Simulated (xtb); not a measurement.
xtb input (GFN2-xTB):

```bash
xtb mol.xyz --gfn 2 --sp --chrg -1 --uhf 0
```
mol.xyz:
```
13

C      1.83374137    -0.83053319     0.19406901
Si     0.13635048    -0.23992245    -0.46785465
C     -0.99699907    -1.77310308    -0.27597246
Si    -0.52118966     1.81168898     0.49332960
H      1.77806046    -0.98501239     1.27584795
H      2.15831309    -1.76947906    -0.26612281
H      2.60125040    -0.07435948     0.01126411
H      0.34989049    -0.15623977    -1.96247143
H     -1.97712403    -1.57656171    -0.71744527
H     -0.57918440    -2.67076907    -0.74704285
H     -1.15473345    -1.98338928     0.78565500
H     -0.86262060     1.12315633     1.82725359
H     -1.94655705     1.70974081    -0.07216677
```

Output:

```
           -------------------------------------------------
          |                Calculation Setup                |
           -------------------------------------------------

           -------------------------------------------------
          |                 G F N 2 - x T B                 |
           -------------------------------------------------

        Reference                      10.1021/acs.jctc.8b01176
      * Hamiltonian:
        H0-scaling (s, p, d)           1.850000    2.230000    2.230000
        zeta-weighting                 0.500000
      * Dispersion:
        s8                             2.700000
        a1                             0.520000
        a2                             5.000000
        s9                             5.000000
      * Repulsion:
        kExp                           1.500000    1.000000
        rExp                           1.000000
      * Coulomb:
        alpha                          2.000000
        third order                    shell-resolved
        anisotropic                    true
        a3                             3.000000
        a5                             4.000000
        cn-shift                       1.200000
        cn-exp                         4.000000
        max-rad                        5.000000

          ...................................................
          :                      SETUP                      :
          :.................................................:
          :  # basis functions                  37          :
          :  # atomic orbitals                  35          :
          :  # shells                           19          :
          :  # electrons                        26          :
          :  max. iterations                   250          :
          :  Hamiltonian                  GFN2-xTB          :
          :  restarted?                      false          :
          :  GBSA solvation                  false          :
          :  PC potential                    false          :
          :  electronic temp.          300.0000000     K    :
          :  accuracy                    1.0000000          :
          :  -> integral cutoff          0.2500000E+02      :
          :  -> integral neglect         0.1000000E-07      :
          :  -> SCF convergence          0.1000000E-05 Eh   :
          :  -> wf. convergence          0.1000000E-03 e    :
          :  Broyden damping             0.4000000          :
          :  net charge                         -1          :
          :  unpaired electrons                  0          :
          ...................................................

 iter      E             dE          RMSdq      gap      omega  full diag
   1    -12.4279682 -0.124280E+02  0.758E+00    3.15       0.0  T
   2    -12.5433924 -0.115424E+00  0.727E+00    2.73       1.0  T
   3    -12.5674571 -0.240647E-01  0.529E+00    3.21       1.0  T
   4    -12.5429895  0.244676E-01  0.288E+00    2.91       1.0  T
   5    -12.5704539 -0.274644E-01  0.951E-01    3.31       1.0  T
   6    -12.5705800 -0.126119E-03  0.436E-01    3.33       1.0  T
   7    -12.5707062 -0.126203E-03  0.121E-01    3.35       1.0  T
   8    -12.5707061  0.155421E-06  0.748E-02    3.35       1.0  T
   9    -12.5707141 -0.798091E-05  0.179E-02    3.35       1.5  T
  10    -12.5707139  0.183320E-06  0.143E-02    3.35       1.9  T
  11    -12.5707141 -0.265717E-06  0.419E-03    3.35       6.6  T
  12    -12.5707142 -0.245337E-07  0.277E-03    3.35      10.0  T
  13    -12.5707142 -0.497661E-08  0.741E-04    3.35      37.4  T
  14    -12.5707142 -0.179742E-09  0.185E-04    3.35     150.3  T

   *** convergence criteria satisfied after 14 iterations ***

         #    Occupation            Energy/Eh            Energy/eV
      -------------------------------------------------------------
         1        2.0000           -0.5204488             -14.1621
       ...           ...                  ...                  ...
         7        2.0000           -0.3061866              -8.3318
         8        2.0000           -0.3057908              -8.3210
         9        2.0000           -0.2307915              -6.2802
        10        2.0000           -0.2185673              -5.9475
        11        2.0000           -0.1951667              -5.3108
        12        2.0000           -0.1535148              -4.1774
        13        2.0000           -0.1037220              -2.8224 (HOMO)
        14                          0.0193134               0.5255 (LUMO)
        15                          0.0219954               0.5985
        16                          0.0459449               1.2502
        17                          0.0548945               1.4938
        18                          0.1005544               2.7362
       ...                                ...                  ...
        35                          0.8964206              24.3928
      -------------------------------------------------------------
                  HL-Gap            0.1230354 Eh            3.3480 eV
             Fermi-level           -0.0422043 Eh           -1.1484 eV

 SCC (total)                   0 d,  0 h,  0 min,  0.007 sec
 SCC setup                      ...        0 min,  0.000 sec (  1.284%)
 Dispersion                     ...        0 min,  0.000 sec (  0.634%)
 classical contributions        ...        0 min,  0.000 sec (  0.215%)
 integral evaluation            ...        0 min,  0.001 sec ( 14.736%)
 iterations                     ...        0 min,  0.004 sec ( 53.890%)
 molecular gradient             ...        0 min,  0.002 sec ( 28.074%)
 printout                       ...        0 min,  0.000 sec (  0.990%)

         :::::::::::::::::::::::::::::::::::::::::::::::::::::
         ::                     SUMMARY                     ::
         :::::::::::::::::::::::::::::::::::::::::::::::::::::
         :: total energy             -12.429906373110 Eh    ::
         :: gradient norm              0.049565780463 Eh/a0 ::
         :: HOMO-LUMO gap              3.347963653555 eV    ::
         ::.................................................::
         :: SCC energy               -12.570691260871 Eh    ::
         :: -> isotropic ES            0.105406384829 Eh    ::
         :: -> anisotropic ES          0.007601625750 Eh    ::
         :: -> anisotropic XC         -0.007892604449 Eh    ::
         :: -> dispersion             -0.011427273327 Eh    ::
         :: repulsion energy           0.140784887761 Eh    ::
         :: add. restraining           0.000000000000 Eh    ::
         :: total charge              -1.000000000000 e     ::
         :::::::::::::::::::::::::::::::::::::::::::::::::::::

           -------------------------------------------------
          |                Property Printout                |
           -------------------------------------------------

    * Orbital Energies and Occupations

         #    Occupation            Energy/Eh            Energy/eV
      -------------------------------------------------------------
         1        2.0000           -0.5204488             -14.1621
         2        2.0000           -0.4127922             -11.2326
         3        2.0000           -0.4062456             -11.0545
         4        2.0000           -0.3652014              -9.9376
         5        2.0000           -0.3138678              -8.5408
         6        2.0000           -0.3118097              -8.4848
         7        2.0000           -0.3061866              -8.3318
         8        2.0000           -0.3057908              -8.3210
         9        2.0000           -0.2307915              -6.2802
        10        2.0000           -0.2185673              -5.9475
        11        2.0000           -0.1951667              -5.3108
        12        2.0000           -0.1535148              -4.1774
        13        2.0000           -0.1037220              -2.8224 (HOMO)
        14                          0.0193134               0.5255 (LUMO)
        15                          0.0219954               0.5985
        16                          0.0459449               1.2502
        17                          0.0548945               1.4938
        18                          0.1005544               2.7362
        19                          0.1462608               3.9800
        20                          0.1582281               4.3056
        21                          0.1728509               4.7035
        22                          0.2294317               6.2432
        23                          0.2391060               6.5064
        24                          0.2998221               8.1586
       ...                                ...                  ...
        35                          0.8964206              24.3928
      -------------------------------------------------------------
                  HL-Gap            0.1230354 Eh            3.3480 eV
             Fermi-level           -0.0422043 Eh           -1.1484 eV

     #   Z          covCN         q      C6AA      α(0)
     1   6 C        3.644    -0.167    24.134     7.061
     2  14 Si       3.571     0.312   103.403    19.561
     3   6 C        3.644    -0.157    23.927     7.031
     4  14 Si       2.699     0.021   197.811    30.889
     5   1 H        0.924    -0.051     4.117     3.173
     6   1 H        0.924    -0.046     4.003     3.129
     7   1 H        0.924    -0.058     4.283     3.237
     8   1 H        0.901    -0.225    12.936     5.627
     9   1 H        0.924    -0.042     3.890     3.084
    10   1 H        0.924    -0.023     3.494     2.923
    11   1 H        0.924    -0.034     3.715     3.014
    12   1 H        0.886    -0.257    16.390     6.336
    13   1 H        0.888    -0.275    18.636     6.757

 Mol. C6AA /au·bohr⁶  :       3277.525818
 Mol. C8AA /au·bohr⁸  :     113375.304438
 Mol. α(0) /au        :        101.822271

Wiberg/Mayer (AO) data.
largest (>0.10) Wiberg bond orders for each atom

 ---------------------------------------------------------------------------
     #   Z sym  total        # sym  WBO       # sym  WBO       # sym  WBO
 ---------------------------------------------------------------------------
     1   6 C    3.921 --     7 H    1.013     5 H    1.011     6 H    1.005
                             2 Si   0.813
     2  14 Si   3.644 --     4 Si   1.089     8 H    0.866     3 C    0.847
                             1 C    0.813
     3   6 C    3.942 --     9 H    1.008    11 H    1.004    10 H    0.991
                             2 Si   0.847
     4  14 Si   2.888 --     2 Si   1.089    13 H    0.869    12 H    0.862
     5   1 H    0.997 --     1 C    1.011
     6   1 H    0.997 --     1 C    1.005
     7   1 H    0.997 --     1 C    1.013
     8   1 H    0.949 --     2 Si   0.866
     9   1 H    0.998 --     3 C    1.008
    10   1 H    0.999 --     3 C    0.991
    11   1 H    0.999 --     3 C    1.004
    12   1 H    0.934 --     4 Si   0.862
    13   1 H    0.924 --     4 Si   0.869
 ---------------------------------------------------------------------------

Topologies differ in total number of bonds
Writing topology from bond orders to xtbtopo.mol

molecular dipole:
                 x           y           z       tot (Debye)
 q only:        0.668      -0.025      -0.314
   full:        0.643      -1.789      -0.327       4.903
molecular quadrupole (traceless):
                xx          xy          yy          xz          yz          zz
 q only:       -3.266       6.197       0.467       1.417      -2.986       2.799
  q+dip:        0.751       6.043      -5.121       1.261      -4.289       4.371
   full:        2.985       4.794      -7.945       1.870      -5.252       4.960

           -------------------------------------------------
Note: The following floating-point exceptions are signalling: IEEE_UNDERFLOW_FLAG IEEE_DENORMAL
normal termination of xtb
          | TOTAL ENERGY              -12.429906373110 Eh   |
          | GRADIENT NORM               0.049565780463 Eh/α |
          | HOMO-LUMO GAP               3.347963653555 eV   |
           -------------------------------------------------

------------------------------------------------------------------------
------------------------------------------------------------------------
 total:
 SCF:
```

It need not be the lowest isomer of its formula. Whether it binds its extra electron was not tested at this geometry.
